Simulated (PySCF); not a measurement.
but-3-ene-1-selenol (C₄H₈Se), SMILES C=CCC[SeH]. Coordinates come from a PBE0-D3(BJ)/def2-SVP optimisation. One conformer was computed; it need not be the lowest.

Calculation: PBE0-D3(BJ)/def2-SVP (PySCF).

Harmonic wavenumbers (cm⁻¹): 83, 93, 179, 208, 281, 429, 598, 678, 716, 816, 941, 949, 970, 1034, 1069, 1097, 1203, 1219, 1290, 1307, 1334, 1427, 1443, 1459, 1742, 2448, 3056, 3089, 3113, 3151, 3159, 3163, 3260. Rotational constants (GHz): 17.62, 0.9591, 0.9492; symmetry number 1.

**Question.** Work out the zero-point energy and the ideal-gas rigid-rotor harmonic-oscillator thermochemistry at 298.15 K and 1 atm.

**Answer.** ZPE = ½ Σ hcν = ½ × 47002 cm⁻¹ = 67.19 kcal/mol. H − E(el) = 72.17 kcal/mol. Entropy in cal/(mol K): translation 40.61, rotation 27.40, vibration 16.24, total 84.25. G − E(el) = 47.05 kcal/mol. Cp = 25.37 cal/(mol K). Modes under 150 cm⁻¹ make the vibrational entropy uncertain.
